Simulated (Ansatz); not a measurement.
Total energies of Si₂₄AsH₃₄⁻ from Ansatz at PBE0-D4/def2-TZVP, gas phase (1 Eh = 27.2114 eV = 2625.5 kJ/mol). The reference geometry is relaxed at r2SCAN-D4/def2-SVP.

Cartesian coordinates in Å:
```
Si 2.2010 1.6035 1.6956
Si -0.4921 5.3904 -1.0853
Si 0.7918 -1.5860 3.3031
Si -1.4474 2.2933 0.9438
Si 3.1618 -1.9515 0.6065
Si 1.0195 1.9673 -1.8856
Si 2.0675 -5.1020 2.4828
Si -1.4845 -4.0642 1.7029
Si 0.9452 -4.4426 -1.0627
Si -3.7358 -0.5602 -0.7840
Si -1.3273 -0.8999 -3.4974
Si -2.6298 2.5844 -2.6330
Si 1.4724 0.6358 3.7141
Si 3.9491 0.2562 0.8751
Si 2.7001 -2.8403 2.7359
Si -1.0755 4.6086 1.0534
Si 1.4442 4.2758 -1.8167
As 0.4376 1.0739 0.2203
Si -2.2448 4.9029 -2.5765
Si -0.5517 -1.9294 1.3307
Si -3.2113 1.7359 -0.5156
Si 0.9965 -2.1698 -0.4319
Si -0.7325 1.3915 -3.3519
Si 0.2834 -5.4254 0.9662
Si -2.0245 -2.0184 -1.5280
H 2.5833 3.0495 1.8375
H -0.2472 6.8739 -1.0423
H 0.1637 -2.1037 4.5690
H -1.7204 1.7755 2.3261
H 4.2500 -2.7346 -0.0773
H 2.2820 1.2486 -2.2623
H 1.6803 -5.6602 3.8244
H 3.2560 -5.8989 2.0208
H -1.7232 -4.2982 3.1692
H -2.7685 -4.3509 0.9889
H 2.3214 -4.9266 -1.4304
H 0.0311 -4.7872 -2.1986
H -4.2734 -0.9860 0.5590
H -4.9610 -0.4429 -1.6588
H -0.1184 -1.5653 -4.1054
H -2.3250 -0.8309 -4.6285
H -3.7611 2.3197 -3.5880
H 2.5899 0.6977 4.7185
H 0.3421 1.4441 4.2839
H 5.1108 0.3212 1.8280
H 4.4403 0.8064 -0.4331
H 3.8338 -2.7624 3.7216
H 0.0297 4.9126 2.0230
H -2.3009 5.3359 1.5314
H 2.5810 4.5608 -0.8785
H 1.8395 4.8035 -3.1674
H -3.4777 5.6422 -2.1397
H -1.8823 5.4232 -3.9387
H -1.5923 -0.8586 1.3331
H -4.4053 2.5083 -0.0146
H 0.9983 -1.2553 -1.6132
H -0.3259 1.9277 -4.7011
H -0.0202 -6.8973 0.9021
H -2.9434 -3.0218 -2.2207
```

| state | geometry | energy (Eh) |
| --- | --- | --- |
| charge -1 singlet | reference | -9201.67901 |
| charge 0 doublet | reference | -9201.55019 |
| charge -1 triplet | relaxed at r2SCAN-D4/def2-SVP | -9201.61266 |

Single mean-field runs in def2-TZVP are fitted with def2-universal-jkfit.

Q: Work out the vertical ionisation energy to the doublet.

A: E(charge 0 doublet) − E(charge -1 singlet) = -9201.55019 − (-9201.67901) = 0.12882 Eh = 3.51 eV. For comparison, −ε of the highest occupied level is 2.52 eV at this level, 0.99 eV less.

Q: Which of the charge -1 states is lowest, and how far above it are the others?

A: The singlet. triplet: -9201.61266 − (-9201.67901) = 0.06635 Eh = 174.2 kJ/mol.
